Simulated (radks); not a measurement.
The numbers below are computed, except where a source is named.
Problem. All-electron atom: Ga16+ in [Ne] 3s2 3p3. Code: a radial shooting solver on a logarithmic mesh with Libxc functionals. Model: Dirac Kohn-Sham, BLYP, spin-unpolarised, spherical densities, finite nucleus; open shells fill j = l - 1/2 first; Fermi nuclear charge, rms radius 3.9973 fm. Some entries of the table are withheld. Estimate them.

orbital,occ.,eigenvalue (hartree),r(max) (bohr)
1s1/2,2,-397.4495,0.03178
2s1/2,2,(1),0.1819
2p1/2,2,-62.30483,0.1439
2p3/2,4,-61.27223,0.1468
3s1/2,2,-22.90995,0.5189
3p1/2,2,(2),(3)
3p3/2,1,(4),(5)

Solution. 
(1) 2s1/2 eigenvalue (hartree): -67.48752
(2) 3p1/2 eigenvalue (hartree): -21.20713
(3) 3p1/2 r(max) (bohr): 0.5027
(4) 3p3/2 eigenvalue (hartree): -20.99546
(5) 3p3/2 r(max) (bohr): 0.5083
